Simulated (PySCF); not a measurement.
PySCF input for Se(Me)(SH) (CH4SSe), SMILES C[Se]S, TDA-PBE0/def2-SVPD. Geometry optimised at PBE0-D3(BJ)/def2-SVP. The values are those of a single conformer.

```python
import numpy as np
from pyscf import gto, scf, dft, tdscf

mol = gto.M(
    atom='''
    Se    0.11902447    0.29138032    0.57006398
    C     1.66337847    0.54963192   -0.58525343
    H     2.37332052    1.16892526   -0.01653662
    H     1.36648010    1.07708403   -1.50037200
    H     2.13002484   -0.41338046   -0.82875422
    S    -1.19569255   -0.81088921   -0.81253650
    H    -0.76584762   -2.06312389   -0.52440811
    ''',
    basis='def2-SVPD',
    charge=0,
    spin=0,
    max_memory=1600,
    verbose=4,
)
mf = dft.RKS(mol, xc='pbe0').density_fit(auxbasis='def2-universal-jkfit')
mf.grids.level = 3
mf.conv_tol = 1e-9
mf.max_cycle = 100
mf.kernel()
mf.grids = dft.Grids(mol).set(level=1).build(with_non0tab=True)  # coarser grid for the response kernel
td = tdscf.TDA(mf)
td.singlet = True
td.nstates = 10
td.conv_tol = 1e-4
td.kernel(x0=td.get_init_guess(mf, 15))
td.analyze()
tt = tdscf.TDA(mf)
tt.singlet = False
tt.nstates = 4
tt.conv_tol = 1e-4
tt.kernel(x0=tt.get_init_guess(mf, 9))
tt.analyze(verbose=3)
```

Program output:

```
PySCF version 2.14.0

[INPUT] verbose = 4
[INPUT] num. atoms = 7
[INPUT] num. electrons = 60
[INPUT] charge = 0
[INPUT] spin (= nelec alpha-beta = 2S) = 0
[INPUT] symmetry False subgroup None
[INPUT] Mole.unit = angstrom
[INPUT] Symbol           X                Y                Z      unit          X                Y                Z       unit  Magmom
[INPUT]  1 Se     0.119024470000   0.291380320000   0.570063980000 AA    0.224923650422   0.550629002888   1.077264795680 Bohr   0.0
[INPUT]  2 C      1.663378470000   0.549631920000  -0.585253430000 AA    3.143329749798   1.038653798119  -1.105968696162 Bohr   0.0
[INPUT]  3 H      2.373320520000   1.168925260000  -0.016536620000 AA    4.484925788610   2.208948601486  -0.031249682826 Bohr   0.0
[INPUT]  4 H      1.366480100000   1.077084030000  -1.500372000000 AA    2.582273143668   2.035393829843  -2.835292164966 Bohr   0.0
[INPUT]  5 H      2.130024840000  -0.413380460000  -0.828754220000 AA    4.025163586121  -0.781175854647  -1.566118500378 Bohr   0.0
[INPUT]  6 S     -1.195692550000  -0.810889210000  -0.812536500000 AA   -2.259531448683  -1.532358524265  -1.535471451213 Bohr   0.0
[INPUT]  7 H     -0.765847620000  -2.063123890000  -0.524408110000 AA   -1.447242254950  -3.898739113147  -0.990987705401 Bohr   0.0

nuclear repulsion = 254.32028941279
number of shells = 50
number of NR pGTOs = 198
number of NR cGTOs = 120
basis = def2-SVPD
ecp = {}


[settings echo left out]
init E= -2838.52073940963
  HOMO = -0.259177419887331  LUMO = -0.0987533488506411  gap/eV = 4.36536
cycle= 1 E= -2839.33977939189  delta_E= -0.819  |g|= 0.218  |ddm|= 2.95
  HOMO = -0.240474502387298  LUMO = -0.0395702057978835  gap/eV = 5.46688
cycle= 2 E= -2839.34150379921  delta_E= -0.00172  |g|= 0.206  |ddm|= 0.476
  HOMO = -0.242233001497379  LUMO = -0.0457544899060895  gap/eV = 5.34645
cycle= 3 E= -2839.35083357191  delta_E= -0.00933  |g|= 0.0352  |ddm|= 0.25
  HOMO = -0.247301212154858  LUMO = -0.04821420823732  gap/eV = 5.41743
cycle= 4 E= -2839.35120710814  delta_E= -0.000374  |g|= 0.00986  |ddm|= 0.0594
  HOMO = -0.246282536212389  LUMO = -0.047385156098708  gap/eV = 5.41227
cycle= 5 E= -2839.35123958595  delta_E= -3.25e-05  |g|= 0.00272  |ddm|= 0.0166
  HOMO = -0.246443163307975  LUMO = -0.0474998018291708  gap/eV = 5.41352
cycle= 6 E= -2839.35124189318  delta_E= -2.31e-06  |g|= 0.000413  |ddm|= 0.0042
  HOMO = -0.246401959850394  LUMO = -0.0474630366909796  gap/eV = 5.41340
cycle= 7 E= -2839.35124194238  delta_E= -4.92e-08  |g|= 0.000134  |ddm|= 0.000881
  HOMO = -0.24641358740168  LUMO = -0.0474769269229114  gap/eV = 5.41334
cycle= 8 E= -2839.35124194784  delta_E= -5.46e-09  |g|= 3.09e-05  |ddm|= 0.000228
  HOMO = -0.246415319548829  LUMO = -0.0474755646081695  gap/eV = 5.41343
cycle= 9 E= -2839.35124194813  delta_E= -2.91e-10  |g|= 1.22e-05  |ddm|= 6.17e-05
  HOMO = -0.246412888497292  LUMO = -0.0474754154056503  gap/eV = 5.41336
Extra cycle  E= -2839.3512419481  delta_E= 3.87e-11  |g|= 1.76e-05  |ddm|= 4.19e-05
converged SCF energy = -2839.3512419481
tot grids = 28720


******** <class 'pyscf.tdscf.rks.TDA'> for <class 'pyscf.df.df_jk.DFRKS'> ********
nstates = 10 singlet
deg_eia_thresh = 1.000e-03
wfnsym = None
conv_tol = 0.0001
eigh lindep = 1e-12
eigh level_shift = 0
eigh max_cycle = 100


Excitation energies (eV)
[3.94993922 4.64843943 5.55681809 5.69384912 6.09791776 6.51114042
 6.61007153 7.01987434 7.12745555 7.27749964]

** Singlet excitation energies and oscillator strengths **
Excited State   1:      3.94994 eV    313.89 nm  f=0.0037
      30 -> 31        0.70112
Excited State   2:      4.64844 eV    266.72 nm  f=0.0080
      29 -> 31        0.69725
Excited State   3:      5.55682 eV    223.12 nm  f=0.0109
      30 -> 32        0.39675
      30 -> 33       -0.57357
Excited State   4:      5.69385 eV    217.75 nm  f=0.0034
      30 -> 32       -0.57766
      30 -> 33       -0.39185
Excited State   5:      6.09792 eV    203.32 nm  f=0.0142
      29 -> 32        0.65504
      29 -> 33       -0.22789
Excited State   6:      6.51114 eV    190.42 nm  f=0.0237
      30 -> 34        0.69129
Excited State   7:      6.61007 eV    187.57 nm  f=0.0240
      28 -> 31       -0.24870
      29 -> 32        0.20939
      29 -> 33        0.61333
Excited State   8:      7.01987 eV    176.62 nm  f=0.0697
      30 -> 35       -0.68626
      30 -> 37        0.10817
Excited State   9:      7.12746 eV    173.95 nm  f=0.0986
      27 -> 31       -0.18074
      28 -> 31        0.42919
      29 -> 33        0.17036
      30 -> 36        0.35740
      30 -> 37       -0.24209
Excited State  10:      7.27750 eV    170.37 nm  f=0.0326
      27 -> 31       -0.20769
      28 -> 31        0.26254
      30 -> 35        0.11563
      30 -> 36       -0.21972
      30 -> 37        0.52271

** Transition electric dipole moments (AU) **
state          X           Y           Z        Dip. S.      Osc.
  1        -0.1375      0.0320     -0.1334      0.0377      0.0037
  2        -0.0162     -0.1094     -0.2409      0.0703      0.0080
  3        -0.1873      0.0972     -0.1887      0.0802      0.0109
  4         0.1159     -0.0011      0.1029      0.0240      0.0034
  5        -0.1579      0.0097      0.2642      0.0948      0.0142
  6        -0.1267      0.3558     -0.0767      0.1485      0.0237
  7        -0.2555      0.0277      0.2862      0.1480      0.0240
  8        -0.1248     -0.3174     -0.5374      0.4051      0.0697
  9        -0.4935     -0.4656     -0.3233      0.5648      0.0986
 10        -0.3678     -0.1828     -0.1177      0.1826      0.0326

** Transition velocity dipole moments (imaginary part, AU) **
state          X           Y           Z        Dip. S.      Osc.
  1        -0.0264      0.0589     -0.0209      0.0046      0.0211
  2         0.0437     -0.0039     -0.0530      0.0047      0.0185
  3        -0.0397      0.0579     -0.0373      0.0063      0.0206
  4        -0.0096      0.0550     -0.0162      0.0034      0.0108
  5        -0.0624     -0.0041      0.0669      0.0084      0.0250
  6        -0.0229      0.0621     -0.0129      0.0046      0.0127
  7        -0.0555      0.0016      0.0535      0.0059      0.0163
  8        -0.0157     -0.0588     -0.1194      0.0180      0.0464
  9        -0.0652     -0.0666     -0.0400      0.0103      0.0262
 10        -0.0496     -0.0226      0.0066      0.0030      0.0075

** Transition magnetic dipole moments (imaginary part, AU) **
state          X           Y           Z
  1        -0.1402      0.0866      0.3564
  2         0.0617     -0.0326      0.0361
  3         0.4918     -0.0491     -0.5698
  4        -0.7694     -0.3623     -0.0810
  5         0.3915     -0.5208      0.3937
  6         0.0467      0.1126      0.2770
  7        -0.2000      0.3789     -0.0866
  8        -0.1719      0.0180     -0.1181
  9        -0.2144      0.6292     -0.1683
 10        -0.1335      0.3706     -0.3994


******** <class 'pyscf.tdscf.rks.TDA'> for <class 'pyscf.df.df_jk.DFRKS'> ********
nstates = 4 triplet
deg_eia_thresh = 1.000e-03
wfnsym = None
conv_tol = 0.0001
eigh lindep = 1e-12
eigh level_shift = 0
eigh max_cycle = 100


Excitation energies (eV)
[3.25437111 3.95081223 4.98690636 5.31416143]

** Triplet excitation energies and oscillator strengths **
Excited State   1:      3.25437 eV    380.98 nm  f=0.0000
Excited State   2:      3.95081 eV    313.82 nm  f=0.0000
Excited State   3:      4.98691 eV    248.62 nm  f=0.0000
Excited State   4:      5.31416 eV    233.31 nm  f=0.0000
```

Self-consistency was reached.
